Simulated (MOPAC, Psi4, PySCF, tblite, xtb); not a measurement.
Dimer CH4 ··· H4N+ (SMILES C and [NH4+]) (charge +1) at R = 3.14 Å between the centres of mass, closest contact 2.03 Å (lowest of the rigid-body minima from ten starts at GFN2-xTB). Geometry in Å and degrees:

```
N
H 1 1.0250
H 1 1.0250 2 109.47
H 1 1.0250 2 109.47 3 120.00
H 1 1.0250 2 109.47 4 120.00
C 3 2.1179 4 144.77 1 179.79
H 6 1.0891 3 70.36 4 59.95
H 6 1.0891 7 109.47 3 -60.05
H 6 1.0891 7 109.47 8 -120.00
H 6 1.0891 7 109.47 9 -120.00
```

Levels of theory: GFN2-xTB (tblite); SAPT0/jun-cc-pVDZ, frozen core (Psi4); revPBE/def2-TZVP, counterpoise-corrected (Psi4); revPBE-D3(BJ)/def2-TZVP, counterpoise-corrected (Psi4); PBE/def2-TZVP, counterpoise-corrected (Psi4); PBE-D3(BJ)/def2-TZVP, counterpoise-corrected (Psi4); wB97X-D/def2-TZVP, counterpoise-corrected (Psi4); HF/aug-cc-pVTZ, counterpoise-corrected (Psi4); MP2/aug-cc-pVTZ = DF-MP2/aug-cc-pVTZ, frozen core, counterpoise-corrected (Psi4); SCS-MP2/aug-cc-pVTZ = DF-SCS-MP2/aug-cc-pVTZ, frozen core, counterpoise-corrected (Psi4 1.11); AM1, restricted, heats of formation (MOPAC); PM7, restricted, heats of formation (MOPAC); GFN1-xTB (xtb); RKS-B3LYP/6-31G* = restricted B3LYP/6-31G*, spherical d, no counterpoise correction run with PySCF 2.14.0; RHF/3-21G = restricted Hartree-Fock/3-21G, no counterpoise correction run with PySCF; RMP2/6-31G* = PySCF with restricted MP2 (frozen core)/6-31G*, spherical d, no counterpoise correction; RHF/STO-3G = restricted Hartree-Fock/STO-3G, no counterpoise correction run with PySCF.

What interaction energy does each level give?


| method | E_int / kJ/mol |
|---|---|
| PBE-D3(BJ)/def2-TZVP | -23.42 |
| revPBE-D3(BJ)/def2-TZVP | -21.60 |
| GFN2-xTB | -21.08 |
| MP2/aug-cc-pVTZ | -20.08 |
| PBE/def2-TZVP | -19.46 |
| wB97X-D/def2-TZVP | -18.65 |
| SCS-MP2/aug-cc-pVTZ | -17.17 |
| RKS-B3LYP/6-31G* | -14.92 |
| GFN1-xTB | -13.68 |
| revPBE/def2-TZVP | -12.77 |
| SAPT0/jun-cc-pVDZ | -11.92 |
| RMP2/6-31G* | -11.07 |
| HF/aug-cc-pVTZ | -8.73 |
| RHF/3-21G | -6.75 |
| AM1 | -4.99 |
| PM7 | -4.36 |
| RHF/STO-3G | -2.27 |
